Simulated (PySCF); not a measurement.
**Excited states of I⁷⁺ (iodine, charge +7)**

Ground state [Kr] 4d10, ¹S. All numbers are calculated (PySCF 2.14, a scalar-relativistic core potential, in aug-cc-pwCVTZ-PP with one added diffuse shell each of d, f type with ECP28MDF (8s7p7d5f1g, 108 functions)). Vertical excitation energies in eV without spin-orbit coupling; excited terms of each kind are numbered among those the solver found.

```
 term  leading excitation  TD-B3LYP
 1 3D              4d → s    44.362
 1 1D              4d → s    45.387
1 3P°              4d → p    59.029
1 3F°              4d → p    59.348
1 1F°              4d → p    60.087
1 1D°              4d → p    60.160
1 3D°              4d → p    60.160
1 1P°              4d → p    61.287
 1 3S              4d → d    80.103
 1 3G              4d → d    80.874
 1 1P              4d → d    81.312
 1 1G              4d → d    81.373
```

**Question.** What does TDA-B3LYP give for these terms?

**Answer.** 1 3D 44.383; 1 1D 45.396; 1 3P° 59.058; 1 3F° 59.364; 1 1F° 60.088; 1 1D° 60.160; 1 3D° 60.160; 1 1P° 61.366; 1 3S 80.138; 1 3G 80.884; 1 1P 81.312; 1 1G 81.374 (eV).

Where a singlet and its triplet coincide, the exchange integral that splits them vanishes by symmetry for a single excitation; correlation beyond this level separates them.

Oscillator strength of the first ¹S → ¹P° line: TDA-B3LYP 1.04, TD-B3LYP 0.976.

The spin-orbit splitting of the hole, absent here, rivals or exceeds the spacing of these terms, so the LS terms are model states.

The solver can miss terms.
